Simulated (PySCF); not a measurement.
C₄H₁₀Sb (SMILES C[CH2][Sb+][CH2]C), charge +1, singlet, geometry from GFN2-xTB (all electrons, no relativity); M062X/STO-3G in PySCF.

Here is a job for PySCF.
```python
from pyscf import gto, scf, dft

mol = gto.M(
    atom='''
Sb    0.694388   -0.139548   -0.026170
C    -1.206976   -0.495558    1.033182
C    -1.055395   -1.379497    2.255713
H    -1.877270   -0.945000    0.298020
H    -1.592225    0.490554    1.298892
H    -0.391960   -0.934195    2.995503
H    -0.678982   -2.367483    1.995004
H    -2.030836   -1.509260    2.721546
C    -0.103425    1.168955   -1.625158
C    -1.574261    1.511614   -1.535390
H     0.125758    0.643376   -2.554288
H     0.516668    2.066752   -1.592089
H    -1.810126    2.058001   -0.624088
H    -2.204887    0.626826   -1.597424
H    -1.829596    2.154316   -2.376483
''',
    basis='sto-3g',
    charge=1,
    spin=0,
    verbose=4,
)

mf = dft.RKS(mol)
mf.xc = 'm062x'
mf.kernel()
mf.analyze()
```

**Question.** Write the output that PySCF gives for this input, abridged.

**Answer.** 
```
PySCF version 2.14.0

[INPUT] verbose = 4
[INPUT] num. atoms = 15
[INPUT] num. electrons = 84
[INPUT] charge = 1
[INPUT] spin (= nelec alpha-beta = 2S) = 0
[INPUT] symmetry False subgroup None
[INPUT] Mole.unit = angstrom
[INPUT] Symbol           X                Y                Z      unit          X                Y                Z       unit  Magmom
[...]
nuclear repulsion = 445.616700365559
number of shells = 33
number of NR pGTOs = 171
number of NR cGTOs = 57
basis = sto-3g
ecp = {}

******** <class 'pyscf.dft.rks.RKS'> ********
method = RKS
initial guess = minao
damping factor = 0
level_shift factor = 0
DIIS = <class 'pyscf.scf.diis.CDIIS'>
diis_start_cycle = 1
diis_space = 8
diis_damp = 0
SCF conv_tol = 1e-09
SCF conv_tol_grad = None
SCF max_cycles = 50
direct_scf = True
direct_scf_tol = 1e-13
XC library pyscf.dft.libxc version 7.1.2
    S. Lehtola, C. Steigemann, M. J. T. Oliveira, and M. A. L. Marques,  SoftwareX 7, 1–5 (2018)
XC functionals = m062x
    Y. Zhao and D. G. Truhlar,  Theor. Chem. Acc. 120, 215 (2008)
    Y. Zhao and D. G. Truhlar,  Theor. Chem. Acc. 120, 215 (2008)
radial grids:
    Treutler-Ahlrichs [JCP 102, 346 (1995); DOI:10.1063/1.469408] (M4) radial grids

becke partition: Becke, JCP 88, 2547 (1988); DOI:10.1063/1.454033
pruning grids: <function nwchem_prune>
grids dens level: 3
symmetrized grids: False
atomic radii adjust function: <function treutler_atomic_radii_adjust>
small_rho_cutoff = 0
Set gradient conv threshold to 3.16228e-05
Initial guess from minao.
tot grids = 176512
init E= -6392.17318129682
[...]
cycle= 1 E= -6409.87393556168  delta_E= -17.7  |g|= 0.385  |ddm|= 4.53
[...]
cycle= 2 E= -6409.94263680786  delta_E= -0.0687  |g|= 0.235  |ddm|= 1.29
[...]
cycle= 3 E= -6409.96558086171  delta_E= -0.0229  |g|= 0.0702  |ddm|= 0.519
[...]
cycle= 4 E= -6409.96730976455  delta_E= -0.00173  |g|= 0.00663  |ddm|= 0.0993
[...]
cycle= 5 E= -6409.96737709797  delta_E= -6.73e-05  |g|= 0.00187  |ddm|= 0.0303
[...]
cycle= 6 E= -6409.96738051277  delta_E= -3.41e-06  |g|= 0.000799  |ddm|= 0.0064
[...]
cycle= 7 E= -6409.96738095096  delta_E= -4.38e-07  |g|= 0.000211  |ddm|= 0.00237
[...]
cycle= 8 E= -6409.96738097402  delta_E= -2.31e-08  |g|= 7.32e-05  |ddm|= 0.000575
[...]
cycle= 9 E= -6409.96738097628  delta_E= -2.26e-09  |g|= 6.25e-06  |ddm|= 0.000149
[...]
cycle= 10 E= -6409.96738097646  delta_E= -1.75e-10  |g|= 2.79e-06  |ddm|= 5.07e-05
[...]
Extra cycle  E= -6409.96738097647  delta_E= -6.37e-12  |g|= 1.47e-06  |ddm|= 2.05e-05
converged SCF energy = -6409.96738097647
**** SCF Summaries ****
Total Energy =                       -6409.967380976465392
Nuclear Repulsion Energy =             445.616700365559325
One-electron Energy =                -9709.641694570895197
Two-electron Energy =                 2854.057613228870650
Two-electron Coulomb Energy =         3045.806178865315815
DFT Exchange-Correlation Energy =     -191.748565636444965
HOMO-LUMO gap [eV] =                     4.585101930683313
**** MO energy ****
[...]
 ** Mulliken pop on meta-lowdin orthogonal AOs  **
 ** Mulliken pop  **
 ** Mulliken atomic charges  **
charge of    0Sb =      0.88676
charge of    1C =     -0.15856
charge of    2C =     -0.13094
charge of    3H =      0.07609
charge of    4H =      0.07613
charge of    5H =      0.05888
charge of    6H =      0.05902
charge of    7H =      0.07450
charge of    8C =     -0.16061
charge of    9C =     -0.13316
charge of   10H =      0.08050
charge of   11H =      0.08043
charge of   12H =      0.05608
charge of   13H =      0.05634
charge of   14H =      0.07852

WARN: System has nonzero charge 1; the dipole moment is origin-dependent.
Location of origin: [0. 0. 0.]

Dipole moment(X, Y, Z, Debye): -0.11937,  0.43858, -0.64621
```
